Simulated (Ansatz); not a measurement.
Consider the redistribution: `C[SiH2]BO[SiH3]` + `[NH2][InH][Br]` → `C[SiH2]BN` + `[SiH3][O][InH][Br]`.

Isolated molecules relaxed with PBE0-D4/def2-TZVP in Ansatz; ΔE leaves out vibrations. CCSD(T)/CBS is the MP2 limit (def2-TZVPP, def2-QZVPP) plus CCSD(T) − MP2 in def2-TZVPP, frozen cores. DFT in def2-TZVPP. B3LYP here is the variant with VWN-RPA as its local correlation; programs differ in this. Elements past krypton have def2 core potentials. For Br, In outer-core shells are correlated without core-valence functions, which leaves a few kJ/mol of doubt a bond. Scalar relativity is left out up to krypton. Each species was taken in one conformer, which may not be the lowest.

`C[SiH2]BO[SiH3]`:

Cartesian coordinates in Å:
```
C -2.225 -1.733 -0.026
Si -0.391 -1.495 -0.366
B 0.164 0.455 -0.236
O 1.369 0.793 0.270
Si 2.118 2.261 0.471
H -2.472 -1.449 1.000
H -2.519 -2.774 -0.169
H -2.824 -1.115 -0.700
H -0.097 -1.948 -1.762
H 0.414 -2.359 0.547
H -0.560 1.344 -0.629
H 1.233 3.352 -0.011
H 2.410 2.429 1.914
H 3.381 2.239 -0.303
```

`[NH2][InH][Br]`:

Cartesian coordinates in Å:
```
N -0.282 -0.007 -1.134
In 0.227 -0.320 0.771
Br -0.498 1.597 2.166
H -0.521 0.928 -1.425
H 0.149 -0.520 -1.886
H 0.925 -1.677 1.508
```

`C[SiH2]BN`:

```xyz
12

C    -0.336   -1.267   -1.538
Si   -0.425   -0.724    0.262
B    -0.039    1.242    0.495
N     0.958    1.677    1.356
H     0.664   -1.100   -1.946
H    -0.573   -2.328   -1.642
H    -1.045   -0.699   -2.144
H     0.533   -1.547    1.067
H    -1.789   -1.038    0.787
H    -0.652    2.085   -0.101
H     1.177    2.649    1.503
H     1.529    1.052    1.901
```

`[SiH3][O][InH][Br]`:

```xyz
8

Si   -0.463   -0.337    1.320
O    -0.001   -0.827   -0.169
In    0.609    0.056   -1.817
Br    0.684    2.494   -1.512
H     0.633    0.389    2.021
H    -0.827   -1.538    2.119
H    -1.646    0.567    1.254
H     1.011   -0.804   -3.215
```

```csv
level,ΔE (kJ/mol),difference from CCSD(T)/CBS
PBE-D4,-51.2,-1.8
r2SCAN-D4,-52.2,-2.8
B3LYP-D4,-48.7,0.7
ωB97X-V,-48.3,1.1
PBE,-50.1,-0.7
HF/def2-TZVPP,-42.8,6.6
MP2/def2-TZVPP,-49.3,0.1
MP2/def2-QZVPP,-49.9,-0.5
SCS-MP2/def2-QZVPP,-49.0,0.4
HF/CBS(def2),-43.0,6.4
CCSD(T)/CBS,-49.4,0
```

Largest T1 diagnostic among the species: 0.013.

In def2-TZVPP, CCSD(T) changes the Hartree–Fock value by −5.7 kJ/mol (the triples alone add −1.5 kJ/mol) and MP2 by −6.6 kJ/mol.
